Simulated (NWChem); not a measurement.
Molecule: FeF₃, sextet; SMILES [F][Fe]([F])[F]

```xyz
4

Fe    -0.0367     0.0671     0.1714
F     -1.5132    -0.8674     0.2214
F     -0.0523     1.6938    -0.4687
F      1.4565    -0.6253     0.7603
```
Atoms are numbered in this order, from 1.

Level: PBE0/def2-SVP, spin-unrestricted (NWChem), optimised geometry, unscaled harmonic frequencies. 

List the harmonic frequencies with IR intensities, and the thermochemistry.


```
frequency (cm⁻¹)  IR intensity (km/mol)
----------------  ---------------------
127                                75.0
162                                14.4
162                                14.3
650                                 0.0
741                               137.2
741                               137.3
```

```yaml
zero_point_energy: 3.7 kcal/mol
thermal correction to the enthalpy at 298.15 K (with zero-point energy): 7.5 kcal/mol
heat capacity Cv: 14.1 cal/(mol K)
dipole_moment: 0.00 D
```

Rigid rotor and harmonic oscillator.
